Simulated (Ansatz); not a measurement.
Basis-set series for `N=[C](N)[GaH2]`. The species carries charge 0 and has multiplicity 1. Geometry: relaxed with PBE0-D4/def2-TZVP. It is one conformer, not always the lowest.

```xyz
9

N    -0.6054    1.5699    0.1872
C    -0.0963    0.3992    0.2812
N     0.3153   -0.0522    1.5027
Ga    0.1753   -0.7808   -1.3026
H    -0.8206    1.8017   -0.7773
H     0.4742   -1.0316    1.6478
H     0.0561    0.4973    2.3093
H    -0.1730   -0.1378   -2.6894
H     0.6746   -2.2656   -1.1589
```

| functional | basis | functions | energy (Eh) | HOMO (eV) | LUMO (eV) |
| --- | --- | --- | --- | --- | --- |
| PBE0-D4 | def2-SVP | 99 | -2074.65695 | -6.54 | -1.92 |
| PBE0-D4 | def2-QZVPP | 410 | -2075.13111 | -6.82 | -2.06 |
| ωB97M-V | def2-SVP | 99 | -2074.90836 | -8.78 | -0.18 |
| ωB97M-V | def2-QZVPP | 410 | -2075.38738 | -9.10 | -0.42 |

Q: Give the rows for def2-TZVPP. (Estimate.)

A: Ansatz gave: 
```
functional       basis  functions  energy (Eh)  HOMO (eV)  LUMO (eV)
   PBE0-D4  def2-TZVPP        211  -2075.07843      -6.77      -2.02
   ωB97M-V  def2-TZVPP        211  -2075.33626      -9.05      -0.30
```

Scalar relativity is left out up to krypton.
